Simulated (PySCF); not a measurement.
## Cs2Se: bending curve

These are results of PySCF, PBE0, basis Se def2-TZVP, Cs def2-TZVP with ECP46 (scalar-relativistic core potentials, no spin–orbit coupling, density fitting), not measurements.

Rigid scan from the singlet minimum (Se–Cs 3.089 Å (×2); Cs–Se–Cs 180.0°). Coordinate: the Cs–Se–Cs angle, bonds fixed. Energies in kJ/mol from the minimum.

| bond angle (°) | E (kJ/mol) | dipole size (D) |
| --- | --- | --- |
| 80 | 54.8 | 12.08 |
| 90 | 34.9 | 11.26 |
| 100 | 20.7 | 10.34 |
| 110 | 11.1 | 9.32 |
| 120 | 6.3 | 8.21 |
| 130 | 3.7 | 6.99 |
| 140 | 1.6 | 5.70 |
| 150 | 0.5 | 4.34 |
| 160 | 0.2 | 2.92 |
| 170 | 0.0 | 1.47 |
| 180 | 0.0 | 0.00 |

Other isomers or separated fragments may lie lower.
